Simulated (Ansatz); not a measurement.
Calculated with Ansatz (gas phase, PBE0-D4/def2-TZVP geometries, no zero-point term in ΔE). CCSD(T)/CBS adds triple-zeta CCSD(T) − MP2 to the extrapolated MP2 energy (def2 sets, frozen cores). Functionals use def2-TZVPP. B3LYP here is the variant with VWN-RPA as its local correlation; programs differ in this. HSE06 is defined as in plane-wave codes. One conformer a species, not always the lowest.

Consider the cleavage of the Al–B bond: `[AlH2][BH]O[SiH3]` + `C[NH][AlH2]` → `C[N]([AlH2])[AlH2]` + `BO[SiH3]`.

`[AlH2][BH]O[SiH3]`:

Cartesian coordinates in Å:
```
Al -2.125 0.744 1.330
B -0.330 0.662 0.147
O 0.256 -0.535 -0.112
Si 1.619 -0.931 -0.974
H -3.572 0.659 0.663
H -2.074 0.926 2.914
H 0.209 1.646 -0.320
H 2.242 0.298 -1.528
H 2.556 -1.620 -0.055
H 1.218 -1.849 -2.066
```

`C[NH][AlH2]`:

Cartesian coordinates in Å:
```
C 0.847 0.230 0.928
N -0.375 -0.254 0.323
Al -0.882 -0.155 -1.368
H 1.438 -0.577 1.378
H 0.659 0.978 1.707
H 1.474 0.704 0.168
H -0.981 -0.696 0.999
H -2.288 -0.779 -1.747
H 0.107 0.548 -2.387
```

`C[N]([AlH2])[AlH2]`:

```xyz
11

C    -0.505   -1.337    0.103
N    -0.023    0.043   -0.017
Al   -0.184    1.152    1.378
Al    0.807    0.557   -1.518
H    -1.530   -1.441   -0.267
H     0.113   -2.037   -0.469
H    -0.504   -1.680    1.143
H     0.300    2.648    1.208
H    -0.792    0.566    2.721
H     1.046   -0.535   -2.644
H     1.272    2.064   -1.639
```

`BO[SiH3]`:

Cartesian coordinates in Å:
```
B 1.222 0.618 0.753
O -0.098 0.389 0.622
Si -0.980 -0.437 -0.513
H 1.994 0.180 -0.061
H 1.592 1.264 1.693
H -0.078 -1.001 -1.550
H -1.940 0.512 -1.125
H -1.712 -1.523 0.180
```

```json
{"level": "LDA (SPW92)", "ΔE (kJ/mol)": "-115.7", "difference from CCSD(T)/CBS": "12.0"}
{"level": "PBE-D4", "ΔE (kJ/mol)": "-112.2", "difference from CCSD(T)/CBS": "15.5"}
{"level": "BLYP-D4", "ΔE (kJ/mol)": "-122.9", "difference from CCSD(T)/CBS": "4.8"}
{"level": "r2SCAN-D4", "ΔE (kJ/mol)": "-126.6", "difference from CCSD(T)/CBS": "1.1"}
{"level": "B97M-V", "ΔE (kJ/mol)": "-126.5", "difference from CCSD(T)/CBS": "1.2"}
{"level": "PBE0-D4", "ΔE (kJ/mol)": "-115.9", "difference from CCSD(T)/CBS": "11.8"}
{"level": "r2SCANh-D4", "ΔE (kJ/mol)": "-126.9", "difference from CCSD(T)/CBS": "0.8"}
{"level": "r2SCAN0-D4", "ΔE (kJ/mol)": "-127.1", "difference from CCSD(T)/CBS": "0.6"}
{"level": "HSE06-D4", "ΔE (kJ/mol)": "-115.8", "difference from CCSD(T)/CBS": "11.9"}
{"level": "BHLYP-D4", "ΔE (kJ/mol)": "-130.3", "difference from CCSD(T)/CBS": "-2.6"}
{"level": "CAM-B3LYP-D4", "ΔE (kJ/mol)": "-126.7", "difference from CCSD(T)/CBS": "1.0"}
{"level": "ωB97X-V", "ΔE (kJ/mol)": "-122.9", "difference from CCSD(T)/CBS": "4.8"}
{"level": "ωB97M-V", "ΔE (kJ/mol)": "-128.9", "difference from CCSD(T)/CBS": "-1.2"}
{"level": "B2PLYP", "ΔE (kJ/mol)": "-128.5", "difference from CCSD(T)/CBS": "-0.8"}
{"level": "PBE-QIDH", "ΔE (kJ/mol)": "-126.0", "difference from CCSD(T)/CBS": "1.7"}
{"level": "PBE", "ΔE (kJ/mol)": "-108.9", "difference from CCSD(T)/CBS": "18.8"}
{"level": "revPBE", "ΔE (kJ/mol)": "-104.6", "difference from CCSD(T)/CBS": "23.1"}
{"level": "BLYP", "ΔE (kJ/mol)": "-115.9", "difference from CCSD(T)/CBS": "11.8"}
{"level": "r2SCAN", "ΔE (kJ/mol)": "-125.9", "difference from CCSD(T)/CBS": "1.8"}
{"level": "B3LYP", "ΔE (kJ/mol)": "-119.7", "difference from CCSD(T)/CBS": "8.0"}
{"level": "r2SCANh", "ΔE (kJ/mol)": "-126.1", "difference from CCSD(T)/CBS": "1.6"}
{"level": "HSE06", "ΔE (kJ/mol)": "-113.1", "difference from CCSD(T)/CBS": "14.6"}
{"level": "BHLYP", "ΔE (kJ/mol)": "-125.2", "difference from CCSD(T)/CBS": "2.5"}
{"level": "CAM-B3LYP", "ΔE (kJ/mol)": "-123.8", "difference from CCSD(T)/CBS": "3.9"}
{"level": "LC-ωPBE", "ΔE (kJ/mol)": "-116.9", "difference from CCSD(T)/CBS": "10.8"}
{"level": "RPA@PBE/def2-TZVPP", "ΔE (kJ/mol)": "-125.7", "difference from CCSD(T)/CBS": "2.0"}
{"level": "HF/def2-SVP", "ΔE (kJ/mol)": "-125.1", "difference from CCSD(T)/CBS": "2.6"}
{"level": "MP2/def2-SVP", "ΔE (kJ/mol)": "-138.3", "difference from CCSD(T)/CBS": "-10.6"}
{"level": "CCSD/def2-SVP", "ΔE (kJ/mol)": "-126.1", "difference from CCSD(T)/CBS": "1.6"}
{"level": "HF/def2-TZVPP", "ΔE (kJ/mol)": "-125.7", "difference from CCSD(T)/CBS": "2.0"}
{"level": "MP2/def2-TZVPP", "ΔE (kJ/mol)": "-139.9", "difference from CCSD(T)/CBS": "-12.2"}
{"level": "SCS-MP2/def2-TZVPP", "ΔE (kJ/mol)": "-136.4", "difference from CCSD(T)/CBS": "-8.7"}
{"level": "CCSD/def2-TZVPP", "ΔE (kJ/mol)": "-126.7", "difference from CCSD(T)/CBS": "1.0"}
{"level": "CCSD(T)/def2-TZVPP", "ΔE (kJ/mol)": "-128.4", "difference from CCSD(T)/CBS": "-0.7"}
{"level": "HF/def2-QZVPP", "ΔE (kJ/mol)": "-126.8", "difference from CCSD(T)/CBS": "0.9"}
{"level": "MP2/def2-QZVPP", "ΔE (kJ/mol)": "-139.9", "difference from CCSD(T)/CBS": "-12.2"}
{"level": "SCS-MP2/def2-QZVPP", "ΔE (kJ/mol)": "-136.3", "difference from CCSD(T)/CBS": "-8.6"}
{"level": "HF/CBS(def2)", "ΔE (kJ/mol)": "-127.0", "difference from CCSD(T)/CBS": "0.7"}
{"level": "MP2/CBS(def2)", "ΔE (kJ/mol)": "-139.3", "difference from CCSD(T)/CBS": "-11.6"}
{"level": "CCSD/CBS(def2)", "ΔE (kJ/mol)": "-126.1", "difference from CCSD(T)/CBS": "1.6"}
{"level": "CCSD(T)/CBS", "ΔE (kJ/mol)": "-127.7", "difference from CCSD(T)/CBS": "0"}
```

Largest T1 diagnostic among the species: 0.013.

From BLYP to BHLYP (50 % exact exchange), in def2-TZVPP and without D4, ΔE moves by −9.3 kJ/mol. Leaving LDA and LC-ωPBE aside and taking each functional with its dispersion term where it has one, the values spread over 18.1 kJ/mol, from BHLYP-D4 to PBE-D4. LDA lies −6.8 kJ/mol from PBE without D4. The D4 term adds −5.4 kJ/mol with B3LYP and −2.8 kJ/mol with PBE0; it sums over pairs of atoms, weighted by their polarisabilities, and B3LYP, whose exchange is more repulsive, gets the larger term.
